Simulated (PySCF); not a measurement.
C2Hf, SMILES [C]1[C][Hf]1 (connectivity only; charge and spin as stated), neutral, multiplicity 3. The structure is a stationary point at PBE-D3(BJ)/def2-TZVP. The spin state was assumed, not searched. The def2 effective core potentials stand for the cores of Hf; spin–orbit coupling is left out.

Computed with PBE-D3(BJ)/def2-TZVP run with PySCF.

Harmonic wavenumbers (cm⁻¹): 318, 564, 1719. Rotational constants (GHz): 51.29, 5.991, 5.364; symmetry number 2.

Q: Work out the zero-point energy and the ideal-gas rigid-rotor harmonic-oscillator thermochemistry at 298.15 K and 1 atm.

A: ZPE = ½ Σ hcν = ½ × 2602 cm⁻¹ = 15.56 kJ/mol. H − E(el) = 27.00 kJ/mol. Entropy in J/(mol K): translation 174.98, rotation 89.61, vibration 7.69, spin 9.13, total 281.41. G − E(el) = -56.90 kJ/mol. Cp = 44.90 J/(mol K).
